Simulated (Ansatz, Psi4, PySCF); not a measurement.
ClIn (SMILES [Cl][In]), singlet, at a GFN2-xTB geometry (such geometries of metal compounds can be far from the true shape) (core potentials on In). Base run: B3LYP5/def2-SVP (PySCF).

Input for PySCF:
```python
from pyscf import gto, scf, dft

mol = gto.M(
    atom='''
In   -0.000000   -0.000000   -0.614930
Cl    0.000000    0.000000    1.772445
''',
    basis='def2-svp',
    ecp={'In': 'def2-svp'},
    charge=0,
    spin=0,
    verbose=4,
)

mf = dft.RKS(mol)
mf.xc = 'b3lyp5'
mf.kernel()
```

The same geometry, method and basis name were run in Ansatz (a quantum-chemistry and plane-wave program) and Psi4 and PySCF, at each program's defaults and at the settings that a row names. The base is PySCF at its defaults. Differences at the defaults can come from grids, fitting, cores and function types together.

```json
[
 {"code and settings": "PySCF, defaults (exact integrals, its default grid, spherical functions)", "ΔE vs base (µEh)": "0.0", "basis functions": "44", "E (Eh)": "-650.20513", "SCF cycles": "9", "dipole (D)": "2.78"},
 {"code and settings": "Psi4, defaults (density fitting with its default set, its default grid, spherical functions)", "ΔE vs base (µEh)": "-26.6", "basis functions": "44", "E (Eh)": "-650.20516", "SCF cycles": "8", "dipole (D)": "2.78"},
 {"code and settings": "Ansatz, defaults (factorised integrals, its default grid, spherical functions)", "ΔE vs base (µEh)": "1.0", "basis functions": "44", "E (Eh)": "-650.20513", "SCF cycles": "-", "dipole (D)": "-"},
 {"code and settings": "PySCF, density fitting with def2-universal-jkfit", "ΔE vs base (µEh)": "-32.1", "basis functions": "44", "E (Eh)": "-650.20516", "SCF cycles": "9", "dipole (D)": "2.78"},
 {"code and settings": "PySCF, fine grid", "ΔE vs base (µEh)": "-0.5", "basis functions": "44", "E (Eh)": "-650.20513", "SCF cycles": "9", "dipole (D)": "2.78"},
 {"code and settings": "Psi4, exact integrals, spherical functions, fine grid", "ΔE vs base (µEh)": "-0.4", "basis functions": "44", "E (Eh)": "-650.20513", "SCF cycles": "10", "dipole (D)": "2.78"},
 {"code and settings": "Ansatz, high accuracy", "ΔE vs base (µEh)": "0.4", "basis functions": "44", "E (Eh)": "-650.20513", "SCF cycles": "-", "dipole (D)": "-"}
]
```
